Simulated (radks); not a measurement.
Problem. The mean radii <r> (bohr) of the occupied orbitals of an atom or ion are listed with their occupations. Method: scalar-relativistic Kohn-Sham, r2SCAN, spin-polarised, spherical densities, finite nucleus; meta-GGA in the generalised Kohn-Sham scheme; Fermi nuclear charge, rms radius of each element as measured or else 0.836 A^(1/3) + 0.57 fm; computed with a radial shooting solver on a logarithmic mesh with Libxc functionals.

orbital  occ.     <r>
1s up       1  0.1580
1s down     1  0.1570
2s up       1  0.7848
2s down     1  0.8132
2p up       3  0.7411

Name the element and its charge. Open shells, if any, are filled with parallel spins first.

Solution. Z = 10, neon, charge +3: Ne3+ in [He] 2s2 2p3. The 1s radius gives Z: for a bare nucleus <r> = (2 gamma + 1)/(2Z) with gamma = sqrt(1 - (Z/c)^2), 0.1497 bohr for Z = 10, and screening makes it slightly larger (0.1580 here). The occupations add up to 7, and the charge is Z minus that.
